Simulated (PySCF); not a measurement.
Cl3OSi, SMILES [O][Si](Cl)(Cl)Cl, multiplicity 2. Geometry optimised at PBE-D3(BJ)/def2-SVP. The isomer is the one that the SMILES or the coordinates give; other isomers of the formula were not compared.

Task: Give the equilibrium geometry at PBE-D3(BJ)/def2-SVP (PySCF confirms it by a frequency run) as a Z-matrix, and its point group. (An estimate is asked for; the answer gives what the named calculation found.)

Result: point group Cs.
```
Si
O 1 1.6528
Cl 1 2.0502 2 114.37
Cl 1 2.0502 2 114.37 3 -125.82
Cl 1 2.0686 2 97.24 3 117.09
```
Charge 0, spin multiplicity 2.
